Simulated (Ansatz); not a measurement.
Basis-set series for F4Zr (`[F][Zr]([F])([F])[F]`). Total charge 0; spin multiplicity 1. Zr takes the def2 core potential. Geometry: relaxed with PBE0-D4/def2-TZVP.

```
functional       basis  functions  energy (Eh)  HOMO (eV)  LUMO (eV)
   PBE0-D4    def2-SVP         87   -446.06439     -12.06      -1.21
   PBE0-D4  def2-TZVPP        180   -446.57100     -12.20      -1.21
   ωB97M-V    def2-SVP         87   -446.27265     -14.56       0.38
   ωB97M-V  def2-TZVPP        180   -446.78929     -14.72       0.20
```

(1) Give the rows for def2-QZVPP. (Best estimate.)

Results:

(1) The calculation gave: 
| functional | basis | functions | energy (Eh) | HOMO (eV) | LUMO (eV) |
| --- | --- | --- | --- | --- | --- |
| PBE0-D4 | def2-QZVPP | 309 | -446.59615 | -12.22 | -1.19 |
| ωB97M-V | def2-QZVPP | 309 | -446.81284 | -14.74 | 0.13 |

Positive LUMOs are unbound and depend on the basis.

Results of the Gaussian-basis code of Ansatz.
